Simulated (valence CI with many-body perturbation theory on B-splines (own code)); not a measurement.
**Level structure of Cd XXXV**

Computed by relativistic CI+MBPT: four valence electrons over a frozen Dirac-Fock core [Ne], radial functions for each j: 11 s, 11 p, 10 d, 8 f, 5 g, 2 h, with the one-electron correlation potential Σ1, the two-electron term Σ2, the three-electron term Σ3, Breit, model QED; selected CI, second order for the rest, scaled by the run's own slope (own B-spline code, finite nucleus).

No measured spectrum was set against this ion. As an estimate, large intervals hold to a few tenths of a per cent, small ones and those within an open d or f shell to about a per cent. Among the levels kept, up to 700 cm⁻¹ of a level comes from second order outside the variational space, and about a tenth of that is noise between levels of different J, which matters for small intervals.

Levels 46 to 90 of 175, with energies above the lowest level, (3s^2 3p1/2^2) J=0. "Leading %" is the weight of the configuration and term that name the level; weights of strongly mixed levels are sums over their largest components and can fall short. In the jj column 3d3/2^4 stands for four electrons in 3d with j = 3/2. Lifetimes count E1, E2, E3, M1 and M2 decay at the calculated energies, and are blank where another channel may lead or the interval is too uncertain; long ones can be off by a factor of two.

```
No.  Configuration  Term  J  E (eV)  Leading %   Second component                   Leading jj  Lifetime
 46      3s 3p2 3d    5P  1  310.16         63  17 % 3s 3p2 3d 3P  3s 3p1/2 3p3/2 3d3/2 (82 %)   4.26 ps
 47      3s 3p2 3d    5D  3  312.43         37  22 % 3s 3p2 3d 3F  3s 3p1/2 3p3/2 3d5/2 (69 %)   13.0 ps
 48      3s 3p2 3d    3G  3  315.70         58  29 % 3s 3p2 3d 1F  3s 3p1/2 3p3/2 3d3/2 (93 %)   8.44 ps
 49      3s 3p2 3d    3P  2  317.30         23        22 % 3p4 3P  3s 3p1/2 3p3/2 3d5/2 (57 %)   5.73 ps
 50      3s 3p2 3d    3D  1  317.91         32  22 % 3s 3p2 3d 1P  3s 3p1/2 3p3/2 3d3/2 (61 %)   4.01 ps
 51      3s 3p2 3d    1G  4  321.31         46  22 % 3s 3p2 3d 3F  3s 3p1/2 3p3/2 3d5/2 (60 %)   25.7 ps
 52      3s 3p2 3d    3D  3  324.58         52  32 % 3s 3p2 3d 3F  3s 3p1/2 3p3/2 3d5/2 (57 %)   5.44 ps
 53      3s 3p2 3d    3D  1  326.63         70   8 % 3s 3p2 3d 1P  3s 3p1/2 3p3/2 3d3/2 (83 %)   3.13 ps
 54      3s 3p2 3d    3G  4  328.07         59  26 % 3s 3p2 3d 3F  3s 3p1/2 3p3/2 3d5/2 (83 %)   11.1 ps
 55      3s 3p2 3d    3F  3  329.15         29  22 % 3s 3p2 3d 1F  3s 3p1/2 3p3/2 3d5/2 (79 %)   7.43 ps
 56      3s 3p2 3d    3P  0  329.64         80    16 % 3s2 3d2 3P  3s 3p1/2 3p3/2 3d3/2 (51 %)   5.51 ps
 57      3s 3p2 3d    3D  1  330.58         71   9 % 3s 3p2 3d 1P  3s 3p1/2 3p3/2 3d5/2 (83 %)   9.89 ps
 58      3s 3p2 3d    3F  2  334.59         41    10 % 3s2 3d2 3F  3s 3p1/2 3p3/2 3d3/2 (67 %)   2.83 ps
 59      3s 3p2 3d    3P  0  337.46         54        15 % 3p4 1S      3s 3p3/2^2 3d5/2 (37 %)   4.95 ps
 60      3s 3p2 3d    3P  1  337.71         42  24 % 3s 3p2 3d 3S  3s 3p1/2 3p3/2 3d5/2 (79 %)   6.40 ps
 61      3s 3p2 3d    3D  2  337.87         32  13 % 3s 3p2 3d 3P  3s 3p1/2 3p3/2 3d5/2 (62 %)   6.60 ps
 62      3s 3p2 3d    3F  3  339.32         38  20 % 3s 3p2 3d 1F  3s 3p1/2 3p3/2 3d5/2 (69 %)   4.50 ps
 63      3s 3p2 3d    3D  2  342.76         48        12 % 3p4 1D  3s 3p1/2 3p3/2 3d5/2 (52 %)   4.02 ps
 64      3s 3p2 3d    3F  4  343.05         35  29 % 3s 3p2 3d 5D      3s 3p3/2^2 3d5/2 (71 %)   32.4 ps
 65      3s 3p2 3d    3D  2  344.24         44  10 % 3s 3p2 3d 3P  3s 3p1/2 3p3/2 3d5/2 (45 %)   3.71 ps
 66            3p4    3P  1  346.47         28  17 % 3s 3p2 3d 3D      3s 3p3/2^2 3d3/2 (45 %)   2.97 ps
 67      3s 3p2 3d    3D  3  348.59         44  12 % 3s 3p2 3d 5P      3s 3p3/2^2 3d3/2 (58 %)   4.26 ps
 68      3s 3p2 3d    3D  2  350.38         19  14 % 3s 3p2 3d 5P      3s 3p3/2^2 3d3/2 (41 %)   3.73 ps
 69      3s 3p2 3d    1P  1  351.53         30  13 % 3s 3p2 3d 5P      3s 3p3/2^2 3d3/2 (43 %)   3.77 ps
 70      3s 3p2 3d    3G  5  352.00         67  33 % 3s 3p2 3d 5F      3s 3p3/2^2 3d5/2 (88 %)   26.7 ps
 71      3s 3p2 3d    1S  0  354.20         53        20 % 3p4 3P      3s 3p3/2^2 3d5/2 (38 %)   11.8 ps
 72      3s 3p2 3d    3F  4  357.45         57    13 % 3s2 3d2 1G      3s 3p3/2^2 3d3/2 (62 %)   5.46 ps
 73        3s2 3d2    3F  2  364.24         51    12 % 3s2 3d2 1D          3s^2 3d3/2^2 (63 %)   2.08 ps
 74      3s 3p2 3d    3P  0  368.37         61    15 % 3s2 3d2 3P      3s 3p3/2^2 3d3/2 (42 %)   1.88 ps
 75        3s2 3d2    1D  2  369.66         16    15 % 3s2 3d2 3P      3s 3p3/2^2 3d5/2 (46 %)   5.31 ps
 76      3s 3p2 3d    3D  3  369.82         42    13 % 3s2 3d2 3F      3s 3p3/2^2 3d5/2 (74 %)   6.64 ps
 77      3s 3p2 3d    3S  1  370.67         35  27 % 3s 3p2 3d 3P      3s 3p3/2^2 3d5/2 (68 %)   4.61 ps
 78        3s2 3d2    3F  3  373.22         42  27 % 3s 3p2 3d 3D      3s^2 3d3/2 3d5/2 (42 %)   3.16 ps
 79      3s 3p2 3d    1P  1  373.93         40  23 % 3s 3p2 3d 3D      3s 3p3/2^2 3d3/2 (50 %)   2.60 ps
 80      3s 3p2 3d    3F  4  375.59         65    16 % 3s2 3d2 1G      3s 3p3/2^2 3d5/2 (62 %)   3.84 ps
 81        3s2 3d2    1D  2  376.99         22  18 % 3s 3p2 3d 3P      3s^2 3d3/2 3d5/2 (37 %)   2.69 ps
 82      3s 3p2 3d    3D  3  379.83         66  20 % 3s 3p2 3d 3F      3s 3p3/2^2 3d5/2 (76 %)   4.32 ps
 83      3s 3p2 3d    3D  1  382.86         81     9 % 3s2 3d2 3P      3s 3p3/2^2 3d3/2 (76 %)   2.81 ps
 84        3s2 3d2    3P  0  383.83         50  23 % 3s 3p2 3d 3P          3s^2 3d3/2^2 (58 %)   1.94 ps
 85      3s 3p2 3d    3D  2  384.50         47  11 % 3s 3p2 3d 3F      3s 3p3/2^2 3d3/2 (61 %)   2.63 ps
 86        3s2 3d2    3F  4  385.74         65  24 % 3s 3p2 3d 3F          3s^2 3d5/2^2 (46 %)   3.06 ps
 87      3s 3p2 3d    3F  3  385.89         26  24 % 3s 3p2 3d 3D      3s 3p3/2^2 3d3/2 (45 %)   2.44 ps
 88        3s2 3d2    3P  1  387.66         52  29 % 3s 3p2 3d 3P      3s^2 3d3/2 3d5/2 (52 %)   1.97 ps
 89      3s 3p2 3d    1D  2  389.27         53  10 % 3s 3p2 3d 3D      3s 3p3/2^2 3d5/2 (64 %)   3.70 ps
 90        3s2 3d2    3P  2  392.56         23  15 % 3s 3p2 3d 3D      3s 3p3/2^2 3d3/2 (43 %)   2.20 ps
```
